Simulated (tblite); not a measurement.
A geometry optimisation, step by step.

CH14GeOSi4.
Numbering: `[SiH3:1][CH2:2][Si@H:3]([O:4][GeH3:5])[SiH2:6][SiH3:7]` (hydrogens: H8, H9, H10 on Si1; H11, H12 on C2; H13 on Si3; H14, H15, H16 on Ge5; H17, H18 on Si6; H19, H20, H21 on Si7)

Computed with GFN2-xTB (tblite), gas phase: L-BFGS steps from a force-field or distance-geometry start until the largest atomic force falls under 0.01 eV/Å. 9 of its 229 geometries are shown.

Step 0: E = -604.1569 eV, largest atomic force 1.978 eV/Å
```
atom  x, y, z in Å  |  force x, y, z in eV/Å
Si1    -1.071    2.109   -0.342   -0.637   0.714   0.339
C2     -0.335    0.629   -1.198    0.352  -0.526  -0.600
Si3    -0.114   -0.792    0.028   -1.443  -0.162   0.433
O4     -1.605   -1.107    0.832    1.037  -0.399  -1.636
Ge5    -2.621   -2.033   -0.311   -0.704  -0.146  -0.032
Si6     1.424   -0.262    1.540   -0.271  -0.106   1.377
Si7     3.265    0.450    0.486    0.712   0.261   0.051
H8     -1.261    3.192   -1.321   -0.004  -0.047   0.046
H9     -2.375    1.740    0.238    0.131   0.120  -0.104
H10    -0.183    2.580    0.727    0.029   0.011  -0.050
H11     0.657    0.897   -1.608   -0.547  -0.233  -0.007
H12    -0.998    0.302   -2.015    0.368   0.225   0.088
H13     0.355   -1.975   -0.687   -0.072  -0.314  -0.309
H14    -1.869   -3.298   -0.815   -0.229   0.550   0.240
H15    -3.007   -1.122   -1.519    0.221  -0.364   0.517
H16    -3.925   -2.474    0.406    0.545   0.251  -0.108
H17     0.922    0.815    2.412    0.123  -0.194   0.178
H18     1.743   -1.451    2.354   -0.011   0.196   0.147
H19     4.302    0.775    1.485   -0.003   0.011  -0.358
H20     2.943    1.647   -0.290    0.217   0.035  -0.101
H21     3.745   -0.606   -0.404    0.189   0.116  -0.110
```

Step 28: E = -604.7724 eV, largest atomic force 0.137 eV/Å
```
atom  x, y, z in Å  |  force x, y, z in eV/Å
Si1    -1.122    2.168   -0.395   -0.001   0.018   0.017
C2     -0.320    0.653   -1.205   -0.046   0.093  -0.090
Si3     0.016   -0.838   -0.073    0.041   0.014  -0.006
O4     -1.433   -1.421    0.422    0.017  -0.010   0.055
Ge5    -2.815   -2.138   -0.350    0.016  -0.029  -0.019
Si6     1.427   -0.303    1.675    0.023   0.013  -0.002
Si7     3.344    0.477    0.635   -0.080  -0.024   0.004
H8     -1.310    3.218   -1.407   -0.004  -0.024   0.013
H9     -2.430    1.837    0.176   -0.005  -0.022  -0.004
H10    -0.229    2.669    0.655    0.000   0.016   0.013
H11     0.611    0.968   -1.674    0.092  -0.020   0.032
H12    -0.965    0.325   -2.021   -0.067  -0.029  -0.067
H13     0.609   -1.881   -0.935    0.028  -0.064  -0.051
H14    -2.368   -3.458   -0.913   -0.026   0.020   0.038
H15    -3.298   -1.244   -1.457    0.004   0.030   0.048
H16    -3.803   -2.277    0.760   -0.001   0.003   0.018
H17     0.912    0.712    2.612   -0.009  -0.049  -0.001
H18     1.780   -1.434    2.554   -0.059   0.026  -0.015
H19     4.513    0.853    1.426    0.021  -0.003   0.103
H20     3.043    1.660   -0.173    0.002   0.076  -0.040
H21     3.831   -0.526   -0.314    0.055  -0.033  -0.046
```

Step 57: E = -604.8541 eV, largest atomic force 0.152 eV/Å
```
atom  x, y, z in Å  |  force x, y, z in eV/Å
Si1    -1.173    2.059   -0.497   -0.005  -0.008   0.033
C2     -0.290    0.662   -1.424    0.028  -0.043  -0.013
Si3     0.142   -0.906   -0.420   -0.019   0.003  -0.024
O4     -1.197   -1.642    0.162   -0.014   0.033  -0.052
Ge5    -2.864   -2.045   -0.078    0.121  -0.045  -0.080
Si6     1.390   -0.387    1.453    0.034   0.015  -0.037
Si7     3.416    0.543    0.834   -0.036   0.013   0.003
H8     -1.474    3.159   -1.420   -0.022  -0.001  -0.033
H9     -2.434    1.583    0.086    0.011  -0.013   0.000
H10    -0.285    2.569    0.551   -0.009   0.004   0.034
H11     0.649    1.049   -1.819    0.012   0.037  -0.026
H12    -0.889    0.387   -2.293   -0.033  -0.034  -0.008
H13     0.720   -1.848   -1.408   -0.020   0.006   0.085
H14    -2.889   -3.417   -0.697   -0.011   0.060   0.020
H15    -3.471   -1.020   -0.988   -0.039   0.000   0.028
H16    -3.416   -2.041    1.308   -0.058   0.029   0.038
H17     0.686    0.551    2.353    0.016  -0.042  -0.002
H18     1.619   -1.556    2.325    0.009   0.011  -0.008
H19     4.337    0.806    1.939    0.023  -0.004   0.012
H20     3.268    1.828    0.139   -0.014  -0.017   0.019
H21     4.144   -0.316   -0.106    0.024  -0.002   0.008
```

Step 86: E = -604.8737 eV, largest atomic force 0.044 eV/Å
```
atom  x, y, z in Å  |  force x, y, z in eV/Å
Si1    -1.216    1.981   -0.559   -0.001   0.001   0.004
C2     -0.281    0.656   -1.543   -0.004   0.022   0.008
Si3     0.187   -0.908   -0.554   -0.009   0.018  -0.007
O4     -1.173   -1.680   -0.081    0.019   0.005  -0.020
Ge5    -2.874   -1.932    0.026    0.026   0.001  -0.004
Si6     1.415   -0.443    1.349   -0.029  -0.032   0.006
Si7     3.453    0.570    0.955    0.032   0.018   0.012
H8     -1.621    3.078   -1.448    0.005  -0.020   0.000
H9     -2.423    1.403    0.049    0.006   0.014   0.007
H10    -0.343    2.518    0.494   -0.012  -0.007  -0.022
H11     0.632    1.091   -1.952   -0.004  -0.001   0.003
H12    -0.890    0.362   -2.400    0.006   0.006   0.013
H13     0.806   -1.855   -1.502   -0.009  -0.017  -0.002
H14    -3.101   -3.305   -0.532   -0.004  -0.026   0.017
H15    -3.601   -0.893   -0.775    0.020   0.024  -0.017
H16    -3.182   -1.843    1.489   -0.009   0.007   0.015
H17     0.667    0.404    2.300   -0.020  -0.008   0.011
H18     1.645   -1.667    2.140    0.006  -0.001  -0.001
H19     4.257    0.781    2.161   -0.003  -0.004  -0.007
H20     3.326    1.895    0.340   -0.021   0.019  -0.009
H21     4.308   -0.195    0.043    0.003  -0.019  -0.009
```

Step 114: E = -604.8990 eV, largest atomic force 0.056 eV/Å
```
atom  x, y, z in Å  |  force x, y, z in eV/Å
Si1    -1.241    1.935   -0.581    0.019   0.031  -0.004
C2     -0.265    0.649   -1.577   -0.002   0.007  -0.025
Si3     0.241   -0.963   -0.690   -0.031  -0.017  -0.008
O4     -1.111   -1.832   -0.385   -0.022  -0.003  -0.015
Ge5    -2.762   -1.761    0.113    0.000   0.002   0.021
Si6     1.390   -0.617    1.284    0.006  -0.009   0.000
Si7     3.351    0.589    1.054   -0.013   0.034  -0.009
H8     -1.808    2.929   -1.502   -0.003  -0.001  -0.004
H9     -2.350    1.316    0.163    0.033  -0.004   0.011
H10    -0.356    2.631    0.360    0.032  -0.040   0.018
H11     0.632    1.114   -1.985    0.005   0.033   0.004
H12    -0.876    0.364   -2.435   -0.001   0.009  -0.039
H13     0.886   -1.846   -1.678    0.011   0.012   0.007
H14    -3.223   -3.178   -0.040    0.002   0.013   0.040
H15    -3.506   -0.822   -0.790   -0.009  -0.033  -0.044
H16    -2.773   -1.267    1.529   -0.014  -0.030   0.017
H17     0.519    0.019    2.297    0.029   0.002   0.006
H18     1.717   -1.912    1.917   -0.012   0.023   0.008
H19     4.087    0.804    2.300    0.002  -0.018   0.021
H20     3.140    1.932    0.503   -0.020  -0.015  -0.010
H21     4.298   -0.066    0.144   -0.010   0.005   0.006
```

Step 142: E = -604.9170 eV, largest atomic force 0.018 eV/Å
```
atom  x, y, z in Å  |  force x, y, z in eV/Å
Si1    -1.153    1.933   -0.550    0.005   0.000   0.001
C2     -0.226    0.668   -1.619   -0.004   0.000   0.000
Si3     0.216   -0.976   -0.754    0.008   0.000  -0.001
O4     -1.151   -1.828   -0.473   -0.001   0.006  -0.003
Ge5    -2.762   -1.776    0.145   -0.004   0.003   0.005
Si6     1.335   -0.626    1.240    0.012  -0.010   0.008
Si7     3.282    0.607    1.051   -0.014   0.006  -0.001
H8     -1.752    2.972   -1.396    0.010  -0.001  -0.007
H9     -2.228    1.282    0.216   -0.004   0.004  -0.007
H10    -0.205    2.556    0.381    0.001   0.001   0.013
H11     0.693    1.122   -1.990   -0.009  -0.005  -0.012
H12    -0.834    0.443   -2.497    0.008   0.001  -0.008
H13     0.866   -1.868   -1.731   -0.008   0.009   0.000
H14    -3.160   -3.219    0.199    0.004  -0.003  -0.002
H15    -3.601   -0.991   -0.821    0.003  -0.002   0.008
H16    -2.723   -1.139    1.503    0.002  -0.001   0.002
H17     0.454    0.025    2.235    0.003  -0.010   0.001
H18     1.644   -1.913    1.896    0.004   0.006   0.004
H19     4.000    0.810    2.312   -0.012   0.001  -0.008
H20     3.042    1.949    0.509    0.001   0.002   0.008
H21     4.255   -0.012    0.144   -0.003  -0.007  -0.002
```

Step 171: E = -604.9249 eV, largest atomic force 0.051 eV/Å
```
atom  x, y, z in Å  |  force x, y, z in eV/Å
Si1    -1.077    1.952   -0.617    0.000  -0.017  -0.016
C2     -0.194    0.671   -1.701    0.009  -0.017   0.000
Si3     0.194   -0.991   -0.842    0.013   0.000  -0.017
O4     -1.207   -1.788   -0.565    0.000  -0.005   0.006
Ge5    -2.707   -1.744    0.288   -0.004   0.020   0.038
Si6     1.306   -0.724    1.170    0.024  -0.009  -0.040
Si7     3.156    0.659    1.107    0.032  -0.027   0.029
H8     -1.474    3.111   -1.424   -0.004   0.004  -0.006
H9     -2.282    1.356   -0.016   -0.007   0.017   0.009
H10    -0.169    2.394    0.448   -0.001   0.006   0.013
H11     0.736    1.096   -2.079   -0.001  -0.009   0.019
H12    -0.813    0.468   -2.577    0.005   0.013   0.008
H13     0.799   -1.900   -1.829    0.000  -0.004   0.002
H14    -3.067   -3.188    0.447   -0.005  -0.009  -0.005
H15    -3.687   -1.005   -0.574   -0.011   0.000  -0.002
H16    -2.489   -1.060    1.609   -0.003  -0.010  -0.036
H17     0.369   -0.247    2.209    0.002   0.005   0.026
H18     1.729   -2.031    1.710   -0.016  -0.006   0.001
H19     3.817    0.836    2.403   -0.019   0.012  -0.017
H20     2.853    2.006    0.621   -0.012   0.045  -0.001
H21     4.197    0.146    0.211    0.001  -0.006  -0.010
```

Step 200: E = -604.9283 eV, largest atomic force 0.044 eV/Å
```
atom  x, y, z in Å  |  force x, y, z in eV/Å
Si1    -1.063    1.942   -0.635    0.008   0.014  -0.024
C2     -0.151    0.660   -1.694   -0.002   0.003  -0.013
Si3     0.172   -1.025   -0.860    0.002   0.018   0.039
O4     -1.256   -1.765   -0.569    0.010  -0.009   0.008
Ge5    -2.726   -1.713    0.334   -0.017   0.022   0.004
Si6     1.337   -0.782    1.125   -0.017  -0.003   0.026
Si7     3.111    0.700    1.105    0.024  -0.015  -0.034
H8     -1.357    3.124   -1.456   -0.015  -0.004   0.016
H9     -2.328    1.396   -0.115    0.010  -0.003  -0.016
H10    -0.214    2.340    0.494    0.005  -0.001   0.013
H11     0.805    1.075   -2.016   -0.004   0.000   0.012
H12    -0.728    0.490   -2.604   -0.008   0.006  -0.009
H13     0.728   -1.955   -1.855    0.012  -0.016  -0.021
H14    -3.066   -3.156    0.549   -0.009  -0.003  -0.008
H15    -3.742   -1.008   -0.518    0.013  -0.016   0.013
H16    -2.469   -0.990    1.623   -0.004   0.008  -0.008
H17     0.419   -0.407    2.226    0.006   0.002  -0.023
H18     1.837   -2.090    1.593    0.009  -0.025  -0.003
H19     3.747    0.872    2.411    0.005   0.017   0.023
H20     2.746    2.048    0.656   -0.006   0.001   0.003
H21     4.187    0.263    0.207   -0.022   0.006   0.000
```

Step 228: E = -604.9317 eV, largest atomic force 0.009 eV/Å
```
atom  x, y, z in Å  |  force x, y, z in eV/Å
Si1    -1.047    1.925   -0.671    0.004  -0.004   0.001
C2     -0.085    0.645   -1.687   -0.004   0.002   0.002
Si3     0.161   -1.060   -0.863   -0.004   0.006  -0.001
O4     -1.293   -1.729   -0.531   -0.002   0.000   0.002
Ge5    -2.745   -1.631    0.398    0.002   0.001   0.001
Si6     1.399   -0.895    1.086    0.000   0.003  -0.001
Si7     3.030    0.745    1.110    0.005   0.002   0.000
H8     -1.244    3.141   -1.468    0.001   0.001   0.002
H9     -2.365    1.396   -0.288   -0.004   0.001  -0.002
H10    -0.295    2.261    0.546   -0.004  -0.005   0.001
H11     0.898    1.049   -1.935   -0.006  -0.007  -0.002
H12    -0.603    0.502   -2.637    0.004   0.003   0.004
H13     0.639   -2.010   -1.881    0.005  -0.004  -0.003
H14    -3.063   -3.058    0.724   -0.001   0.001   0.003
H15    -3.787   -1.009   -0.483    0.002  -0.001  -0.004
H16    -2.477   -0.807    1.624    0.000   0.001  -0.003
H17     0.509   -0.706    2.253   -0.002   0.003  -0.001
H18     2.036   -2.191    1.395    0.002  -0.001   0.001
H19     3.662    0.948    2.416   -0.002  -0.002  -0.001
H20     2.535    2.065    0.702    0.002  -0.001   0.003
H21     4.127    0.434    0.188    0.000   0.000  -0.003
```

Question: Summarise the path.

Answer: The energy falls by 17.87 kcal/mol from step 0 to step 228; nine tenths of that is first reached at step 58. It falls at every step. The largest force goes from 1.978 to 0.009 eV/Å. Among the bonds Si3–Si6 changes most, from 2.220 to 2.314 Å; the atoms move by 1.165 Å rms after alignment.

Question: Follow the three bonds and two angles with the largest change from start to end.

Answer: 
```json
{"step": "0", "E above end (kcal/mol)": "17.87", "largest force (eV/Å)": "1.978", "Si3–Si6 (Å)": "2.220", "Si3–O4 (Å)": "1.723", "Si6–Si7 (Å)": "2.238", "Si3–O4–Ge5 (°)": "106.8", "O4–Si3–H13 (°)": "111.0"}
{"step": "10", "E above end (kcal/mol)": "6.31", "largest force (eV/Å)": "0.303", "Si3–Si6 (Å)": "2.298", "Si3–O4 (Å)": "1.640", "Si6–Si7 (Å)": "2.325", "Si3–O4–Ge5 (°)": "120.7", "O4–Si3–H13 (°)": "105.0"}
{"step": "20", "E above end (kcal/mol)": "4.45", "largest force (eV/Å)": "0.178", "Si3–Si6 (Å)": "2.309", "Si3–O4 (Å)": "1.644", "Si6–Si7 (Å)": "2.323", "Si3–O4–Ge5 (°)": "128.3", "O4–Si3–H13 (°)": "104.2"}
{"step": "30", "E above end (kcal/mol)": "3.57", "largest force (eV/Å)": "0.118", "Si3–Si6 (Å)": "2.303", "Si3–O4 (Å)": "1.639", "Si6–Si7 (Å)": "2.311", "Si3–O4–Ge5 (°)": "136.4", "O4–Si3–H13 (°)": "106.6"}
{"step": "40", "E above end (kcal/mol)": "2.98", "largest force (eV/Å)": "0.130", "Si3–Si6 (Å)": "2.306", "Si3–O4 (Å)": "1.636", "Si6–Si7 (Å)": "2.313", "Si3–O4–Ge5 (°)": "141.7", "O4–Si3–H13 (°)": "106.1"}
{"step": "50", "E above end (kcal/mol)": "2.34", "largest force (eV/Å)": "0.191", "Si3–Si6 (Å)": "2.303", "Si3–O4 (Å)": "1.635", "Si6–Si7 (Å)": "2.311", "Si3–O4–Ge5 (°)": "144.6", "O4–Si3–H13 (°)": "106.0"}
{"step": "59", "E above end (kcal/mol)": "1.71", "largest force (eV/Å)": "0.065", "Si3–Si6 (Å)": "2.312", "Si3–O4 (Å)": "1.634", "Si6–Si7 (Å)": "2.309", "Si3–O4–Ge5 (°)": "148.5", "O4–Si3–H13 (°)": "105.7"}
{"step": "69", "E above end (kcal/mol)": "1.49", "largest force (eV/Å)": "0.059", "Si3–Si6 (Å)": "2.313", "Si3–O4 (Å)": "1.633", "Si6–Si7 (Å)": "2.309", "Si3–O4–Ge5 (°)": "153.4", "O4–Si3–H13 (°)": "103.9"}
{"step": "79", "E above end (kcal/mol)": "1.39", "largest force (eV/Å)": "0.052", "Si3–Si6 (Å)": "2.310", "Si3–O4 (Å)": "1.632", "Si6–Si7 (Å)": "2.314", "Si3–O4–Ge5 (°)": "155.4", "O4–Si3–H13 (°)": "103.4"}
{"step": "89", "E above end (kcal/mol)": "1.30", "largest force (eV/Å)": "0.045", "Si3–Si6 (Å)": "2.311", "Si3–O4 (Å)": "1.633", "Si6–Si7 (Å)": "2.313", "Si3–O4–Ge5 (°)": "155.1", "O4–Si3–H13 (°)": "102.7"}
{"step": "99", "E above end (kcal/mol)": "1.15", "largest force (eV/Å)": "0.052", "Si3–Si6 (Å)": "2.315", "Si3–O4 (Å)": "1.635", "Si6–Si7 (Å)": "2.315", "Si3–O4–Ge5 (°)": "151.7", "O4–Si3–H13 (°)": "101.3"}
{"step": "109", "E above end (kcal/mol)": "0.93", "largest force (eV/Å)": "0.052", "Si3–Si6 (Å)": "2.313", "Si3–O4 (Å)": "1.634", "Si6–Si7 (Å)": "2.316", "Si3–O4–Ge5 (°)": "148.3", "O4–Si3–H13 (°)": "100.3"}
{"step": "119", "E above end (kcal/mol)": "0.59", "largest force (eV/Å)": "0.088", "Si3–Si6 (Å)": "2.317", "Si3–O4 (Å)": "1.635", "Si6–Si7 (Å)": "2.312", "Si3–O4–Ge5 (°)": "144.2", "O4–Si3–H13 (°)": "99.8"}
{"step": "129", "E above end (kcal/mol)": "0.41", "largest force (eV/Å)": "0.048", "Si3–Si6 (Å)": "2.314", "Si3–O4 (Å)": "1.635", "Si6–Si7 (Å)": "2.310", "Si3–O4–Ge5 (°)": "145.3", "O4–Si3–H13 (°)": "100.1"}
{"step": "139", "E above end (kcal/mol)": "0.35", "largest force (eV/Å)": "0.042", "Si3–Si6 (Å)": "2.312", "Si3–O4 (Å)": "1.635", "Si6–Si7 (Å)": "2.313", "Si3–O4–Ge5 (°)": "145.7", "O4–Si3–H13 (°)": "99.6"}
{"step": "149", "E above end (kcal/mol)": "0.32", "largest force (eV/Å)": "0.036", "Si3–Si6 (Å)": "2.313", "Si3–O4 (Å)": "1.635", "Si6–Si7 (Å)": "2.311", "Si3–O4–Ge5 (°)": "146.2", "O4–Si3–H13 (°)": "99.5"}
{"step": "159", "E above end (kcal/mol)": "0.28", "largest force (eV/Å)": "0.051", "Si3–Si6 (Å)": "2.312", "Si3–O4 (Å)": "1.635", "Si6–Si7 (Å)": "2.311", "Si3–O4–Ge5 (°)": "145.8", "O4–Si3–H13 (°)": "100.0"}
{"step": "169", "E above end (kcal/mol)": "0.19", "largest force (eV/Å)": "0.067", "Si3–Si6 (Å)": "2.312", "Si3–O4 (Å)": "1.635", "Si6–Si7 (Å)": "2.308", "Si3–O4–Ge5 (°)": "144.9", "O4–Si3–H13 (°)": "99.3"}
{"step": "178", "E above end (kcal/mol)": "0.13", "largest force (eV/Å)": "0.020", "Si3–Si6 (Å)": "2.313", "Si3–O4 (Å)": "1.635", "Si6–Si7 (Å)": "2.311", "Si3–O4–Ge5 (°)": "144.6", "O4–Si3–H13 (°)": "99.6"}
{"step": "188", "E above end (kcal/mol)": "0.12", "largest force (eV/Å)": "0.023", "Si3–Si6 (Å)": "2.314", "Si3–O4 (Å)": "1.635", "Si6–Si7 (Å)": "2.310", "Si3–O4–Ge5 (°)": "144.2", "O4–Si3–H13 (°)": "99.4"}
{"step": "198", "E above end (kcal/mol)": "0.09", "largest force (eV/Å)": "0.046", "Si3–Si6 (Å)": "2.315", "Si3–O4 (Å)": "1.635", "Si6–Si7 (Å)": "2.311", "Si3–O4–Ge5 (°)": "145.1", "O4–Si3–H13 (°)": "99.6"}
{"step": "208", "E above end (kcal/mol)": "0.04", "largest force (eV/Å)": "0.031", "Si3–Si6 (Å)": "2.314", "Si3–O4 (Å)": "1.634", "Si6–Si7 (Å)": "2.312", "Si3–O4–Ge5 (°)": "145.7", "O4–Si3–H13 (°)": "99.5"}
{"step": "218", "E above end (kcal/mol)": "0.01", "largest force (eV/Å)": "0.015", "Si3–Si6 (Å)": "2.315", "Si3–O4 (Å)": "1.634", "Si6–Si7 (Å)": "2.313", "Si3–O4–Ge5 (°)": "146.2", "O4–Si3–H13 (°)": "99.5"}
{"step": "228", "E above end (kcal/mol)": "0.00", "largest force (eV/Å)": "0.009", "Si3–Si6 (Å)": "2.314", "Si3–O4 (Å)": "1.634", "Si6–Si7 (Å)": "2.313", "Si3–O4–Ge5 (°)": "146.5", "O4–Si3–H13 (°)": "99.5"}
```

The cost below is that of the whole relaxation. The run took 5.1 s of wall time on an Arm Neoverse N1 with one thread, shared host with 64 logical CPUs at a one-minute load of 60.
